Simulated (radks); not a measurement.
Results of a calculation; reference values are marked as such.
Coulomb parameter of the 3d shell of neutral nickel in the model configuration [Ar] 3d6 4s2 4p2, as a second difference U = [E(n + 0.5) + E(n - 0.5) - 2 E(n)] / (0.5)^2 with all orbitals relaxed. "Bare": the charge of the atom changes with n. "Screened": the 4p shell takes up the change at fixed total charge, which measures U(3d,3d) + U(4p,4p) - 2 U(3d,4p). Level of theory: Dirac Kohn-Sham, PBE, spin-unpolarised, spherical densities, point nucleus; open shells are shared between the two j in proportion to 2j + 1 (a radial shooting solver on a logarithmic mesh with Libxc functionals).

case,configuration,E - E(n) (eV)
start,[Ar] 3d6 4s2 4p2,0.000
bare +0.5,[Ar] 3d6.5 4s2 4p2,-10.228
bare -0.5,[Ar] 3d5.5 4s2 4p2,14.116
screened +0.5,[Ar] 3d6.5 4s2 4p1.5,-9.289
screened -0.5,[Ar] 3d5.5 4s2 4p2.5,11.060

U(bare) = 15.551 eV, U(screened by 4p) = 7.082 eV, against the Slater integral F0(3d,3d) = 28.833 eV with frozen orbitals. The step up makes a negative ion, whose loosely bound charge lowers the bare value.
